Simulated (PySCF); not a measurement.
Fractional electron number in Fe (iron, neutral)

The 4s beta orbital of [Ar] 3d6 4s2 is emptied in steps (occupation f), with all orbitals relaxed, ending at [Ar] 3d6 4s1. All numbers are calculated (PySCF 2.14, no relativity, point nucleus, in aug-pcseg-2 (7s5p4d3f2g, 81 functions)). The exact energy is a straight line in f; departures are measured from the line between the end points of the same method.

Problem. Among UHF, LDA, PBE, which shows the largest delocalisation error (convex curve), and which is closest to linear?

Solution. Most convex: LDA (-0.773 eV at f = 0.5); closest to linear: UHF (0.048 eV).

| f | UHF (eV) | LDA (eV) | PBE (eV) |
| --- | --- | --- | --- |
| 1 | 0.000 | 0.000 | 0.000 |
| 0.75 | 0.038 | -0.577 | -0.559 |
| 0.5 | 0.048 | -0.773 | -0.751 |
| 0.25 | 0.034 | -0.580 | -0.567 |
| 0 | 0.000 | 0.000 | 0.000 |

```tsv
method	E(f=0) − E(f=1) (eV)	−ε at f=1 (eV)	−ε at f=0.5 (eV)
UHF	6.369	6.589	6.357
LDA	8.025	4.964	8.017
PBE	7.720	4.762	7.696
```

Reference removal energy between the ground levels: 7.902 eV (measured; NIST Atomic Spectra Database, ionization energies). The calculation has no spin-orbit coupling. UHF lacks correlation.
